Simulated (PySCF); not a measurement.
H3BClFSi, singlet, geometry from GFN2-xTB; PBE/6-31G, TDA (PySCF).

PySCF was given this input:
```python
from pyscf import gto, scf, dft, tdscf

mol = gto.Mole()
mol.atom = '''
    B    -0.073427   -0.180277    0.346506
    Cl    1.576097   -0.560102    0.029545
    F    -0.544012   -0.695743    1.473350
    Si   -1.212046    0.928001   -0.852314
    H    -2.539962    1.175307   -0.284974
    H    -1.415044    0.282046   -2.153408
    H    -0.606745    2.235456   -1.124158
'''
mol.basis = '6-31g'
mol.charge = 0
mol.spin = 0
mol.verbose = 4
mol.build()

mf = dft.RKS(mol)
mf.xc = 'pbe'
mf.kernel()
td = mf.TDA()
td.nstates = 2
td.kernel()
td.analyze()
```

The log (banner, timings and long lists left out):

```
PySCF version 2.14.0

[INPUT] verbose = 4
[INPUT] num. atoms = 7
[INPUT] num. electrons = 48
[INPUT] charge = 0
[INPUT] spin (= nelec alpha-beta = 2S) = 0
[INPUT] symmetry False subgroup None
[INPUT] Mole.unit = angstrom
[INPUT] Symbol           X                Y                Z      unit          X                Y                Z       unit  Magmom
[INPUT]  1 B     -0.073427000000  -0.180277000000   0.346506000000 AA   -0.138756920148  -0.340674156558   0.654801440519 Bohr   0.0
[INPUT]  2 Cl     1.576097000000  -0.560102000000   0.029545000000 AA    2.978391675749  -1.058439381821   0.055831958350 Bohr   0.0
[INPUT]  3 F     -0.544012000000  -0.695743000000   1.473350000000 AA   -1.028033688477  -1.314763723083   2.784227985628 Bohr   0.0
[INPUT]  4 Si    -1.212046000000   0.928001000000  -0.852314000000 AA   -2.290434990375   1.753667733323  -1.610640032133 Bohr   0.0
[INPUT]  5 H     -2.539962000000   1.175307000000  -0.284974000000 AA   -4.799832546803   2.221008342284  -0.538522812622 Bohr   0.0
[INPUT]  6 H     -1.415044000000   0.282046000000  -2.153408000000 AA   -2.674045614209   0.532989694529  -4.069351354447 Bohr   0.0
[INPUT]  7 H     -0.606745000000   2.235456000000  -1.124158000000 AA   -1.146581877449   4.224399603516  -2.124350740739 Bohr   0.0

nuclear repulsion = 184.777362352538
number of shells = 30
number of NR pGTOs = 148
number of NR cGTOs = 50
basis = 6-31g
ecp = {}

******** <class 'pyscf.dft.rks.RKS'> ********
method = RKS
initial guess = minao
damping factor = 0
level_shift factor = 0
DIIS = <class 'pyscf.scf.diis.CDIIS'>
diis_start_cycle = 1
diis_space = 8
diis_damp = 0
SCF conv_tol = 1e-09
SCF conv_tol_grad = None
SCF max_cycles = 50
direct_scf = True
direct_scf_tol = 1e-13
XC library pyscf.dft.libxc version 7.1.2
    S. Lehtola, C. Steigemann, M. J. T. Oliveira, and M. A. L. Marques,  SoftwareX 7, 1–5 (2018)
XC functionals = pbe
    J. P. Perdew, K. Burke, and M. Ernzerhof,  Phys. Rev. Lett. 77, 3865 (1996)
    J. P. Perdew, K. Burke, and M. Ernzerhof,  Phys. Rev. Lett. 78, 1396 (1997)
    J. P. Perdew, K. Burke, and M. Ernzerhof,  Phys. Rev. Lett. 77, 3865 (1996)
    J. P. Perdew, K. Burke, and M. Ernzerhof,  Phys. Rev. Lett. 78, 1396 (1997)
radial grids:
    Treutler-Ahlrichs [JCP 102, 346 (1995); DOI:10.1063/1.469408] (M4) radial grids

becke partition: Becke, JCP 88, 2547 (1988); DOI:10.1063/1.454033
pruning grids: <function nwchem_prune>
grids dens level: 3
symmetrized grids: False
atomic radii adjust function: <function treutler_atomic_radii_adjust>
small_rho_cutoff = 0
Set gradient conv threshold to 3.16228e-05
Initial guess from minao.
tot grids = 95792
init E= -875.938261621936
  HOMO = -0.314133759927534  LUMO = -0.104507300607505  gap/eV = 5.70423
cycle= 1 E= -875.620533362687  delta_E= 0.318  |g|= 0.506  |ddm|= 2.47
  HOMO = -0.234918179763787  LUMO = -0.0858240903101499  gap/eV = 4.05706
cycle= 2 E= -875.395552555076  delta_E= 0.225  |g|= 1.25  |ddm|= 1.36
  HOMO = -0.26782353566239  LUMO = -0.0892710719568681  gap/eV = 4.85866
cycle= 3 E= -875.666636949449  delta_E= -0.271  |g|= 0.117  |ddm|= 0.981
  HOMO = -0.277475362061357  LUMO = -0.0875782648757122  gap/eV = 5.16736
cycle= 4 E= -875.670237657836  delta_E= -0.0036  |g|= 0.0516  |ddm|= 0.233
  HOMO = -0.28024382608893  LUMO = -0.0930507950262294  gap/eV = 5.09378
cycle= 5 E= -875.671018319998  delta_E= -0.000781  |g|= 0.00973  |ddm|= 0.0712
  HOMO = -0.278844355408266  LUMO = -0.0914548034513343  gap/eV = 5.09913
cycle= 6 E= -875.671044906202  delta_E= -2.66e-05  |g|= 0.00241  |ddm|= 0.0133
  HOMO = -0.278978861759326  LUMO = -0.0916828558973763  gap/eV = 5.09658
cycle= 7 E= -875.671046435609  delta_E= -1.53e-06  |g|= 0.000332  |ddm|= 0.00376
  HOMO = -0.278984555067743  LUMO = -0.0916861010988514  gap/eV = 5.09665
cycle= 8 E= -875.671046461847  delta_E= -2.62e-08  |g|= 5.13e-05  |ddm|= 0.0005
  HOMO = -0.278983336747755  LUMO = -0.0916865867163381  gap/eV = 5.09660
cycle= 9 E= -875.671046462829  delta_E= -9.82e-10  |g|= 1.1e-05  |ddm|= 9.97e-05
  HOMO = -0.278985112677901  LUMO = -0.091686280225969  gap/eV = 5.09666
Extra cycle  E= -875.67104646281  delta_E= 1.96e-11  |g|= 1.4e-05  |ddm|= 4.13e-05
converged SCF energy = -875.67104646281

******** <class 'pyscf.tdscf.rks.TDA'> for <class 'pyscf.dft.rks.RKS'> ********
nstates = 2 singlet
deg_eia_thresh = 1.000e-03
wfnsym = None
conv_tol = 1e-05
eigh lindep = 1e-12
eigh level_shift = 0
eigh max_cycle = 100

Excitation energies (eV)
[5.43428868 6.11067368]

** Singlet excitation energies and oscillator strengths **
Excited State   1:      5.43429 eV    228.15 nm  f=0.0095
      23 -> 25       -0.18744
      24 -> 25       -0.67760
Excited State   2:      6.11067 eV    202.90 nm  f=0.0118
      21 -> 25       -0.10630
      23 -> 25        0.67172
      24 -> 25       -0.17348

** Transition electric dipole moments (AU) **
state          X           Y           Z        Dip. S.      Osc.
  1        -0.0624     -0.2211     -0.1354      0.0711      0.0095
  2        -0.0817     -0.2429     -0.1143      0.0787      0.0118

** Transition velocity dipole moments (imaginary part, AU) **
state          X           Y           Z        Dip. S.      Osc.
  1        -0.0022     -0.0075     -0.0052      0.0001      0.0003
  2        -0.0038     -0.0106     -0.0034      0.0001      0.0004

** Transition magnetic dipole moments (imaginary part, AU) **
state          X           Y           Z
  1         0.5536      0.0879     -0.4462
  2         0.0929      0.3648     -0.6876
```
